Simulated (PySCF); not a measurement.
B2H4, SMILES BB. The structure is a stationary point at B3LYP-D3(BJ)/def2-TZVP.

Computed equilibrium geometry at B3LYP-D3(BJ)/def2-TZVP (PySCF confirms it by a frequency run) as a Z-matrix, and its point group:
point group D2d.
```
B
H 1 1.1966
H 1 1.1966 2 115.75
B 1 1.6266 2 122.12 3 -180.00
H 4 1.1966 1 122.12 2 90.00
H 4 1.1966 5 115.75 1 -180.00
```
